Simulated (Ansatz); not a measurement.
Basis-set extrapolation for `CC(C)[Si](Cl)(Cl)C(C)C` (PBE0-D4/def2-TZVP geometry, frozen core, Ansatz 0.2.0). Multiplicity 1, RHF reference.

```
                       def2-TZVPP    def2-QZVPP
                 HF  -1443.548073  -1443.593036
    MP2 correlation     -1.562921     -1.677606
CCSD(T) correlation     -1.732686       not run
```

Energies in hartree. Use E(X) = E(∞) + A·exp(−7.88·√X) for Hartree–Fock and E(X) = E(∞) + B·X^(−2.97) for correlation, with X = 3 and 4, and add CCSD(T) minus MP2 of the smaller set to the MP2 limit.

Question: What is the CCSD(T) energy at the basis-set limit?

Answer: HF limit: -1443.593036 + (-0.044963) × 0.13774 = -1443.59923. MP2 limit: -1.677606 + (-0.114685) × 0.74074 = -1.76256. Higher-order term: -1.732686 − (-1.562921) = -0.16976. Total: -1445.53155 hartree, 157.4 kcal/mol below CCSD(T)/def2-TZVPP.
